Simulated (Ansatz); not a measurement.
Reaction (SMILES): F[SiH] (F-SiH) (closed-shell singlet) → F atom + H atom + Si atom
B3LYP-D3(BJ)/def2-TZVP geometries, fixed; electronic energies without zero-point terms.

Core correlation in the atomisation energy at MP2 with Ansatz (a quantum-chemistry and plane-wave program), in kcal/mol: frozen core against 1s of Al to Cl frozen alone. Core-valence sets carry the plain set on hydrogen. A restricted Hartree-Fock determinant is unstable towards unrestricted orbitals. Open shells are unrestricted.

```tsv
basis	functions, most	frozen core
cc-pV(D+d)Z	42	196.98
cc-pCVDZ	50	193.62
cc-pV(T+d)Z	83	216.06
cc-pwCVTZ	116	217.03
cc-pCVTZ	116	215.95
cc-pV(Q+d)Z	149	221.83
cc-pCVQZ	223	221.91
cc-pwCVQZ	223	222.04
```

### Question
How large is the core term in each set?

### Answer
The largest core-valence set, cc-pwCVQZ, gives a core term of -0.17 kcal/mol; the valence set cc-pV(Q+d)Z, which lacks functions for the core, gives 1.36. By row: cc-pV(D+d)Z 0.34, cc-pCVDZ 0.10, cc-pV(T+d)Z 1.81, cc-pwCVTZ -0.27, cc-pCVTZ -0.26, cc-pV(Q+d)Z 1.36, cc-pCVQZ -0.21, cc-pwCVQZ -0.17.
